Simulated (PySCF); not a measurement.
Geometries of 2 isomers of C7H6F2S, from PBE0-D3(BJ)/def2-SVP geometry optimisation, gas phase (PySCF 2.14.0). One conformer each, no zero-point energy, no frequencies.

Problem. Which is lower in electronic energy at this level?
A.
```xyz
16
angstrom
F      2.341    0.022    1.703
C      2.803    0.132    0.449
F      2.640    1.417    0.080
S      1.974   -1.011   -0.682
C      0.293   -0.492   -0.415
C     -0.191    0.668   -1.027
C     -1.511    1.059   -0.815
C     -2.350    0.289   -0.011
C     -1.868   -0.873    0.591
C     -0.545   -1.264    0.394
H      3.879   -0.118    0.426
H      0.475    1.259   -1.658
H     -1.887    1.970   -1.286
H     -3.386    0.596    0.148
H     -2.523   -1.477    1.222
H     -0.150   -2.164    0.870
```
B.
```xyz
16
angstrom
F     -2.026   -2.037    0.947
C     -1.921   -0.877    0.271
F     -2.405   -1.098   -0.985
C     -0.498   -0.401    0.215
C      0.533   -1.216    0.682
C      1.851   -0.766    0.685
C      2.142    0.512    0.213
C      1.125    1.327   -0.277
C     -0.199    0.879   -0.286
S     -1.444    2.007   -0.859
H     -2.579   -0.129    0.748
H      0.285   -2.207    1.065
H      2.648   -1.412    1.058
H      3.172    0.877    0.212
H      1.353    2.319   -0.673
H     -2.186    1.102   -1.532
```

Solution. B. That is `FC(F)c1ccccc1S`, 7.3 kcal/mol below the other.

```csv
SMILES,atoms numbered as above,E (Eh),relative (kcal/mol),relative (kJ/mol),dipole (D)
FC(F)c1ccccc1S,[F:1][CH:2]([F:3])[c:4]1[cH:5][cH:6][cH:7][cH:8][c:9]1[SH:10],-867.13409,0.0,0.0,1.51
FC(F)Sc1ccccc1,[F:1][CH:2]([F:3])[S:4][c:5]1[cH:6][cH:7][cH:8][cH:9][cH:10]1,-867.12252,7.3,30.4,0.75
```

As drawn, the lower has an S–H bond, which the higher lacks.
